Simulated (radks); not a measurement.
The numbers below are computed, except where a source is named.
Q: Coherent X-ray form factor from a spherical all-electron density. Code: a radial shooting solver on a logarithmic mesh with Libxc functionals. Model: scalar-relativistic Kohn-Sham, LB94 model potential, spin-polarised, spherical densities, finite nucleus; Fermi nuclear charge, rms radius of each element as measured or else 0.836 A^(1/3) + 0.57 fm.

sin(theta)/lambda (1/angstrom),f0 (electrons)
0.05,61.254
0.1,59.186
0.15,56.213
0.2,52.801
0.25,49.324
0.3,46.012
0.4,40.224
0.5,35.508
0.6,31.576
0.8,25.367
1,21.001
1.25,17.526
1.5,15.237
2,11.597

The species is in the configuration that NIST lists as its ground one. Which atom or ion scatters so?

A: The gadolinium ion Gd2+, [Xe] 4f7 5d1. Extrapolating in s^2 from the first two rows gives f0(0) = 61.9, near the electron count 62; among species with that count, the fall with angle is slower the higher Z, and the table is that of Z = 64; from so few rows the species is fixed only to a neighbour or two.
